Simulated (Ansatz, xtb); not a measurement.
# Relative energy of two isomers of C4H7B2N

Structure a is `Bc1ccc(B)[nH]1`, a singlet and structure b is `Bc1ccn(B)c1`, a singlet. Both are isolated molecules in the gas phase, relaxed with B3LYP/def2-SVP; the shapes shown needn't be the lowest conformers.

a (Å):

```xyz
14

C    -1.8808    1.4229    0.0064
C    -0.6768    1.9425    0.5475
C     0.2871    0.9346    0.5130
C    -0.3046   -0.2252   -0.0503
B    -3.2396    2.0808   -0.1955
B     0.2839   -1.6035   -0.3221
N    -1.6026    0.1220   -0.3355
H    -4.1505    1.4524   -0.6823
H    -3.4090    3.2284    0.1294
H    -0.5597    2.9600    0.9178
H     1.3209    0.9934    0.8504
H    -0.4014   -2.4679   -0.8169
H     1.4331   -1.8347   -0.0445
H    -2.2784   -0.5100   -0.7511
```

b (Å):

```xyz
14

C    -1.9291    1.3719   -0.0615
C    -0.7679    1.8871    0.6554
C     0.1966    0.9282    0.6533
C    -1.5723    0.0945   -0.4600
B    -3.2745    2.0353   -0.3488
B     0.4130   -1.4243   -0.2681
N    -0.2851   -0.2017   -0.0390
H    -4.1202    1.4340   -0.9684
H    -3.5120    3.1563    0.0333
H    -0.6917    2.8725    1.1126
H     1.1993    0.9142    1.0746
H    -0.1458   -2.2941   -0.8812
H     1.5305   -1.5372    0.1596
H    -2.1451   -0.6418   -1.0215
```

Quicker runs give these differences E(b) − E(a): GFN2-xTB −15.7 kcal/mol; HF/STO-3G −21.0 kcal/mol (at GFN2-xTB geometries); r2SCAN-D4/def2-SVP −8.0 kcal/mol (at GFN2-xTB geometries).

Q: Estimate E(b) − E(a) at the level CCSD(T)/def2-SVP + ΔMP2/def2-TZVPP.

A: Calculated at CCSD(T)/def2-SVP + ΔMP2/def2-TZVPP: E(b) − E(a) = −12.4 kcal/mol, so structure b lies lower.

Level by level:

```
                             level        geometry  E(b) − E(a) (kcal/mol)  departure from the last row (kcal/mol)  job, with rough time for the two
                          GFN2-xTB        GFN2-xTB                     −15.7                                    −3.3              optimisation, 0.23 s
                         HF/STO-3G        GFN2-xTB                     −21.0                                    −8.7              single point, 0.82 s
                r2SCAN-D4/def2-SVP        GFN2-xTB                      −8.0                                    +4.4               single point, 4.8 s
                    B3LYP/def2-SVP  B3LYP/def2-SVP                     −10.0                                    +2.4                optimisation, 48 s
                       HF/def2-SVP  B3LYP/def2-SVP                     −15.7                                    −3.3           part of the CCSD(T) run
                      MP2/def2-SVP  B3LYP/def2-SVP                     −10.7                                    +1.7           part of the CCSD(T) run
                  CCSD(T)/def2-SVP  B3LYP/def2-SVP                     −12.9                                    −0.5                      single point
CCSD(T)/def2-SVP + ΔMP2/def2-TZVPP  B3LYP/def2-SVP                     −12.4                                                        single point, 83 s
```

As drawn, b has 1 B–N, 1 C–H in place of 1 C–B, 1 N–H.

The levels shown agree on the order. The largest departure from CCSD(T)/def2-SVP + ΔMP2/def2-TZVPP is that of HF/STO-3G, 8.7 kcal/mol. The last row adds to CCSD(T) the change of the MP2 difference between the two basis sets, here +0.5 kcal/mol.

With thermal terms from frequencies at re-optimised GFN2-xTB minima (ideal gas, soft modes damped towards free rotors, one conformer each, 298.15 K, 1 atm): the zero-point term adds +0.1 kcal/mol; ΔH is −12.4 and ΔG −12.6 kcal/mol.

The correlated steps freeze 7 core orbitals. Run with Ansatz 0.2.0, xtb 6.7.1; the last row on 2 threads of Intel(R) Xeon(R) Platinum 8259CL CPU @ 2.50GHz (Skylake/Cascade Lake) on a shared host.
